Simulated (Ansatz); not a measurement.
Geometry optimisation, Ansatz, RKS BLYP-D4/def2-SVP.

input.yaml

```yaml
crystal:
  periodic: [false, false, false]
  atoms:
    - { symbol: B, position_ang: [-0.016079, 0.579854, -0.313482] }
    - { symbol: H, position_ang: [0.08218, -0.357935, 1.898602] }
    - { symbol: O, position_ang: [1.226379, 0.027246, -0.423532] }
    - { symbol: H, position_ang: [1.243795, -0.867831, -0.807427] }
    - { symbol: Cl, position_ang: [-1.500843, -0.249998, -0.920649] }
    - { symbol: "N", position_ang: [-0.176827, 1.922363, 0.286792] }
    - { symbol: H, position_ang: [-1.098957, 2.337031, 0.414456] }
    - { symbol: H, position_ang: [0.609943, 2.452354, 0.666409] }
    - { symbol: H, position_ang: [-0.183492, 0.313115, 1.891332] }
basis:
  gaussian: { orbitals: def2-SVP }
hamiltonian:
  xc: blyp
  dispersion: d4
relax:
  f_tol: 0.03
  max_steps: 50
output:
  orbitals: {}
```

Run as:

```bash
$ ansatz run input.yaml --threads 2 --pin off --max-ram 3072MiB --backend cpu --events-out ev --progress --plain --runs-dir out
```

Question: Where does it end, and by what steps?

Answer: It converged. After 16 steps the energy has fallen by 0.362 eV; H2 moved furthest, 1.49 Å.

| step | energy less start (eV) | largest force component (eV/Å) | accepted |
| --- | --- | --- | --- |
| 0 | 0.0000 | 2.142 | yes |
| 1 | -0.2184 | 0.822 | yes |
| 2 | -0.2902 | 0.317 | yes |
| 3 | -0.3196 | 0.153 | yes |
| 4 | -0.3315 | 0.099 | yes |
| 5 | -0.3221 | 1.026 | no |
| 6 | -0.3344 | 0.091 | yes |
| 7 | -0.3401 | 0.054 | yes |
| 8 | -0.3419 | 0.375 | yes |
| 9 | -0.3501 | 0.132 | yes |
| 10 | -0.3537 | 0.287 | yes |
| 11 | -0.3578 | 0.174 | yes |
| 12 | -0.3586 | 0.154 | yes |
| 13 | -0.3607 | 0.105 | yes |
| 14 | -0.3613 | 0.053 | yes |
| 15 | -0.3613 | 0.039 | yes |
| 16 | -0.3615 | 0.027 | yes |

```xyz
9
Properties=species:S:1:pos:R:3
B 0.052 0.603 -0.658
H -0.329 0.015 3.283
O 1.305 0.193 -1.035
H 1.280 -0.538 -1.679
Cl -1.422 -0.183 -1.363
N -0.108 1.635 0.290
H -1.018 1.990 0.577
H 0.690 2.121 0.698
H -0.264 0.321 2.580
```

Whether the end is a true minimum wasn't checked by a vibrational analysis.

Time of the run: 11 s on 2 threads of AMD EPYC 9R45 96-Core Processor (Zen 5), with other jobs on the host, peak memory 0.16 GiB.
